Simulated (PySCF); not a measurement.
Spectra and structures to be paired. The calculation used TDDFT CAM-B3LYP/def2-SVPD, vertical, gas phase, core orbitals frozen in the response in PySCF 2.14.0, density-fitted response routines. Geometries: GFN2-xTB; one conformer of each isolated species. Triplets are in the Tamm–Dancoff approximation.

A. `Cc1pccpc1C#N`
B. `P[SiH2]N(C1CC1)C`
C. `[SiH2]([Si](O)(O)[SiH3])[SiH3]`
D. `C=C=C1CCC[Si@@H]1Cl`

Lowest singlet levels (six at most, fewer where fewer were computed) with oscillator strengths:

1. 218 nm (f 0.007); 215 nm (f 0.002); 197 nm (f 0.029); 193 nm (f 0.011); 189 nm (f 0.023); 186 nm (f 0.008); T1 5.55 eV
2. 308 nm (f 0.071); 288 nm (f 0.081); 271 nm (f 0.021); 265 nm (f 0.000); 242 nm (f 0.352); 238 nm (f 0.004); T1 2.33 eV
3. 232 nm (f 0.001); 206 nm (f 0.002); 194 nm (f 0.126); 179 nm (f 0.118); 174 nm (f 0.029); 172 nm (f 0.078); T1 4.30 eV
4. 227 nm (f 0.239); 216 nm (f 0.017); 186 nm (f 0.175); 177 nm (f 0.016); 176 nm (f 0.036); 172 nm (f 0.348); T1 4.69 eV

Question: Match each spectrum to its molecule.

Answer: 1 = B, 2 = A, 3 = D, 4 = C.
- A: S1 at 4.02 eV, HOMO→LUMO (46%), HOMO→LUMO+1 (30%), HOMO-1→LUMO (19%); Löwdin shares by element: HOMO phosphorus 49%, carbon 23% or more (atoms not listed hold the other 28%); LUMO phosphorus 53%, carbon 24% or more (atoms not listed hold the other 23%); HOMO -8.47 and LUMO -1.97 eV; point group Cs, 1 of its 6 listed states under f = 0.0005.
- B: S1 at 5.69 eV, HOMO→LUMO (59%), HOMO→LUMO+1 (24%), HOMO→LUMO+4 (8%); Löwdin shares by element: HOMO nitrogen 47%, carbon 28% or more (atoms not listed hold the other 26%); LUMO silicon 28%, phosphorus 15%, hydrogen 8% or more, carbon 8% or more (atoms not listed hold the other 41%); HOMO -7.40 and LUMO 1.10 eV.
- C: S1 at 5.45 eV, HOMO→LUMO (92%); Löwdin shares by element: HOMO silicon 59% or more, oxygen 11% or more (atoms not listed hold the other 29%); LUMO silicon 72% (atoms not listed hold the other 28%); HOMO -8.58 and LUMO -0.04 eV.
- D: S1 at 5.34 eV, HOMO→LUMO (81%); Löwdin shares by element: HOMO carbon 66% or more, silicon 8% (atoms not listed hold the other 27%); LUMO carbon 37% or more, silicon 15%, chlorine 10% (atoms not listed hold the other 38%); HOMO -8.52 and LUMO 0.58 eV.
C and D have S1 within 0.12 eV of each other; their strongest listed levels stand at 7.21 eV (f 0.348) and 6.40 eV (f 0.126).
